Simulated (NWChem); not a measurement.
System: C2H6BCl; SMILES CB(C)Cl

Input file for NWChem:

```
start job
memory heap 200 mb stack 900 mb global 1100 mb
geometry units angstroms noautoz
  B      0.001641    -0.393674    -0.054542
  Cl     0.042895     1.365334    -0.290747
  C      1.362322    -1.155231     0.064259
  H      1.628053    -1.489328    -0.957323
  H      1.283819    -2.068831     0.673671
  H      2.195075    -0.534221     0.422530
  C     -1.393386    -1.096090     0.023248
  H     -1.360788    -2.140747    -0.322924
  H     -2.198774    -0.553973    -0.491488
  H     -1.668064    -1.136077     1.095077
end
basis spherical
  * library 6-31g*
end
dft
  xc xpbe96 cpbe96
  grid fine
  iterations 150
  mulliken
end
task dft gradient
```

Parts of the log:

```
             Northwest Computational Chemistry Package (NWChem) 7.3.0
             --------------------------------------------------------

 C2  symmetry detected

                             Geometry "geometry" -> ""
                             -------------------------

 Output coordinates in angstroms (scale by  1.889725989 to convert to a.u.)

  No.       Tag          Charge          X              Y              Z
 ---- ---------------- ---------- -------------- -------------- --------------
    1 B                    5.0000     0.00000000     0.00000000    -0.39255098
    2 Cl                  17.0000     0.00000000     0.00000000     1.38272472
    3 C                    6.0000     0.00679914     1.37830704    -1.13130747
    4 H                    1.0000    -1.05202108     1.64122864    -1.32008222
    5 H                    1.0000     0.48943677     1.32609636    -2.11950950
    6 H                    1.0000     0.43895921     2.20062419    -0.54434613
    7 C                    6.0000    -0.00679914    -1.37830704    -1.13130747
    8 H                    1.0000    -0.48943677    -1.32609636    -2.11950950
    9 H                    1.0000    -0.43895921    -2.20062419    -0.54434613
   10 H                    1.0000     1.05202108    -1.64122864    -1.32008222

 Effective nuclear repulsion energy (a.u.)     139.8981145723

      Symmetry information
      --------------------

 Group name             C2
 Group number              4
 Group order               2
 No. of unique centers     6

  pbe96 is a nonlocal functional; adding pw91lda local functional.

                                 NWChem DFT Module
                                 -----------------

 Summary of "ao basis" -> "ao basis" (spherical)
 ------------------------------------------------------------------------------
       Tag                 Description            Shells   Functions and Types
 ---------------- ------------------------------  ------  ---------------------
 B                           6-31g*                  6       14   3s2p1d
 Cl                          6-31g*                  8       18   4s3p1d
 C                           6-31g*                  6       14   3s2p1d
 H                           6-31g*                  2        2   2s

      Symmetry analysis of basis
      --------------------------

        a          38
        b          34

            General Information
            -------------------
          SCF calculation type: DFT
          Wavefunction type:  closed shell.
          No. of atoms     :    10
          No. of electrons :    40
           Alpha electrons :    20
            Beta electrons :    20
          Charge           :     0
          Spin multiplicity:     1
          Use of symmetry is: on ; symmetry adaption is: on
          Maximum number of iterations: 150
          AO basis - number of functions:    72
                     number of shells:    38
          Convergence on energy requested:  1.00D-06
          Convergence on density requested:  1.00D-05
          Convergence on gradient requested:  5.00D-04

              XC Information
              --------------
          PerdewBurkeErnzerhof Exchange Functional  1.000
            Perdew 1991 LDA Correlation Functional  1.000 local
           PerdewBurkeErnz. Correlation Functional  1.000 non-local

             Grid Information
             ----------------
          Grid used for XC integration:  fine
          Radial quadrature: Mura-Knowles
          Angular quadrature: Lebedev.
          Tag              B.-S. Rad. Rad. Pts. Rad. Cut. Ang. Pts.
          ---              ---------- --------- --------- ---------
          B                   0.85       70           8.0       590
          Cl                  1.00      123          10.0       770
          C                   0.70       70          10.0       590
          H                   0.35       60          11.0       590
          Grid pruning is: on
          Number of quadrature shells:   443
          Spatial weights used:  Erf1

      Superposition of Atomic Density Guess
      -------------------------------------

 Sum of atomic energies:        -562.28657474

      Non-variational initial energy
      ------------------------------

 Total energy =    -564.335351
 1-e energy   =   -1049.051778
 2-e energy   =     344.818313
 HOMO         =      -0.347035
 LUMO         =       0.036655

      Symmetry analysis of molecular orbitals - initial
      -------------------------------------------------

  Numbering of irreducible representations:

     1 a           2 b

  Orbital symmetries:

     1 a           2 a           3 b           4 a           5 a
     6 b           7 b           8 a           9 a          10 b
    11 a          12 a          13 a          14 b          15 b
    16 a          17 b          18 b          19 a          20 b
    21 b          22 a          23 a          24 b          25 a
    26 b          27 a          28 b          29 a          30 b

[...]

                         DFT ENERGY GRADIENTS

    atom               coordinates                        gradient
                 x          y          z           x          y          z
   1 B       0.000000   0.000000  -0.741814    0.000000   0.000000   0.002731
   2 Cl      0.000000   0.000000   2.612971    0.000000   0.000000  -0.006055
   3 C       0.012849   2.604623  -2.137861    0.000194  -0.000697  -0.000253
   4 H      -1.988032   3.101472  -2.494594    0.001653  -0.001190   0.000630
   5 H       0.924901   2.505959  -4.005292   -0.000826  -0.000210   0.001691
   6 H       0.829513   4.158577  -1.028665   -0.000680  -0.001725  -0.000406
   7 C      -0.012849  -2.604623  -2.137861   -0.000194   0.000697  -0.000253
   8 H      -0.924901  -2.505959  -4.005292    0.000826   0.000210   0.001691
   9 H      -0.829513  -4.158577  -1.028665    0.000680   0.001725  -0.000406
  10 H       1.988032  -3.101472  -2.494594   -0.001653   0.001190   0.000630
```

Level: PBE/6-31G* (spherical d). Coordinates come from a PBE0/def2-SVP optimisation.
